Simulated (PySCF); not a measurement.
# How methods differ on the fine-structure interval of Nb⁴⁺

Nb⁴⁺ [Kr] 4d1 [4d3/2^1, M_J = 3/2] → Nb⁴⁺ [Kr] 4d1 [4d5/2^1, M_J = 5/2], as a difference of total energies. Calculation: PySCF 2.14, in x2c-SVPall-2c (6s8p6d1f, 67 functions); the two-component X2C-1e Hamiltonian. Correlated levels: [Ar] 3d10 frozen; the 6 highest virtual spinors dropped. "Screened" scales the spin-orbit matrix elements by Boettger's factors to mimic the two-electron term; Breit and QED terms are absent.

| method | fine-structure interval (cm⁻¹) |
| --- | --- |
| GHF (screened spin-orbit) | 2007.1 |
| GMP2 (screened spin-orbit) | 1887.9 |
| GHF (bare spin-orbit) | 2676.3 |
